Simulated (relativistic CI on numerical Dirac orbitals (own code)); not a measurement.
Electric-dipole transitions in Ba LIV

These numbers are calculated, not measured: Dirac-Coulomb-Breit CI, separate exchange-only KLI orbitals for each configuration, a model potential for QED, unscaled Slater integrals (own radial code, finite nucleus).

Configuration list (outside the closed core 1s2): 2s, 2p, 3s, 3p, 3d, 4s, 4p, 4d, 4f, 5s, 5p, 5d, 5f, 5g, 6s, 6p, 6d. Levels of other configurations are missing.

| λ vac (Å) | Lower | Upper | A (s⁻¹) | E lower (eV) | E upper (eV) |
| --- | --- | --- | --- | --- | --- |
| 1.5539 | 2p ²P°1/2 [2] | 4d ²D3/2 [12] | 1.65e+14 | 126.32 | 8105.15 |
| 1.6402 | 2p ²P°3/2 [3] | 4d ²D5/2 [13] | 1.78e+14 | 562.77 | 8121.72 |
| 2.0199 | 2s ²S1/2 [1] | 3p ²P°3/2 [6] | 1.78e+14 | 0.00 | 6138.14 |
| 2.0587 | 2p ²P°1/2 [2] | 3d ²D3/2 [7] | 4.92e+14 | 126.32 | 6148.79 |
| 2.0635 | 2s ²S1/2 [1] | 3p ²P°1/2 [5] | 2.13e+14 | 0.00 | 6008.40 |
| 2.2041 | 2p ²P°3/2 [3] | 3d ²D5/2 [8] | 5.50e+14 | 562.77 | 6187.94 |
| 2.2195 | 2p ²P°3/2 [3] | 3d ²D3/2 [7] | 9.13e+13 | 562.77 | 6148.79 |
| 4.3029 | 3p ²P°3/2 [6] | 5d ²D5/2 [20] | 2.92e+13 | 6138.14 | 9019.53 |
| 4.3187 | 3d ²D3/2 [7] | 5f ²F°5/2 [21] | 3.72e+13 | 6148.79 | 9019.65 |
| 4.3720 | 3d ²D5/2 [8] | 5f ²F°7/2 [23] | 3.87e+13 | 6187.94 | 9023.82 |
| 5.8290 | 3s ²S1/2 [4] | 4p ²P°3/2 [11] | 2.27e+13 | 5973.66 | 8100.68 |
| 5.9132 | 3p ²P°1/2 [5] | 4d ²D3/2 [12] | 4.93e+13 | 6008.40 | 8105.15 |
| 5.9824 | 3s ²S1/2 [4] | 4p ²P°1/2 [10] | 2.81e+13 | 5973.66 | 8046.15 |
| 6.2505 | 3p ²P°3/2 [6] | 4d ²D5/2 [13] | 5.95e+13 | 6138.14 | 8121.72 |
| 6.2836 | 3d ²D3/2 [7] | 4f ²F°5/2 [14] | 1.12e+14 | 6148.79 | 8121.93 |
| 6.3839 | 3d ²D5/2 [8] | 4f ²F°7/2 [15] | 1.17e+14 | 6187.94 | 8130.07 |
| 8.8124 | 4p ²P°3/2 [11] | 6d ²D5/2 [29] | 7.34e+12 | 8100.68 | 9507.60 |
| 12.693 | 4s ²S1/2 [9] | 5p ²P°3/2 [18] | 5.22e+12 | 8031.95 | 9008.76 |
| 12.850 | 4p ²P°1/2 [10] | 5d ²D3/2 [19] | 9.83e+12 | 8046.15 | 9011.04 |
| 13.493 | 4p ²P°3/2 [11] | 5d ²D5/2 [20] | 1.24e+13 | 8100.68 | 9019.53 |
| 13.558 | 4d ²D3/2 [12] | 5f ²F°5/2 [21] | 2.07e+13 | 8105.15 | 9019.65 |
| 13.744 | 4d ²D5/2 [13] | 5f ²F°7/2 [23] | 2.20e+13 | 8121.72 | 9023.82 |
| 13.747 | 4f ²F°5/2 [14] | 5g ²G7/2 [22] | 3.52e+13 | 8121.93 | 9023.82 |
| 13.834 | 4f ²F°7/2 [15] | 5g ²G9/2 [24] | 3.62e+13 | 8130.07 | 9026.31 |
| 23.501 | 5s ²S1/2 [16] | 6p ²P°3/2 [27] | 1.67e+12 | 8973.81 | 9501.38 |
| 23.763 | 5p ²P°1/2 [17] | 6d ²D3/2 [28] | 2.86e+12 | 8980.95 | 9502.70 |
| 24.854 | 5p ²P°3/2 [18] | 6d ²D5/2 [29] | 3.71e+12 | 9008.76 | 9507.60 |
| 75.379 | 3s ²S1/2 [4] | 3p ²P°3/2 [6] | 8.28e+10 | 5973.66 | 6138.14 |
| 180.40 | 4s ²S1/2 [9] | 4p ²P°3/2 [11] | 2.03e+10 | 8031.95 | 8100.68 |
| 354.76 | 5s ²S1/2 [16] | 5p ²P°3/2 [18] | 6.73e+09 | 8973.81 | 9008.76 |

Terms are leading LS components. Brackets give the number of a level in order of energy, since labels repeat. The list gives strong lines, with weight on those to low levels, without lines whose two gauges differ by over a factor of 2.5. Levels whose partners in the same complex of configurations lie outside the list can be far off, and so can their lines. Rates are taken at the computed energies, electric ones in the length gauge.

At this charge energies of transitions that change n are usually good to better than 1 %, and those within a shell (Δn = 0) to a few per cent.
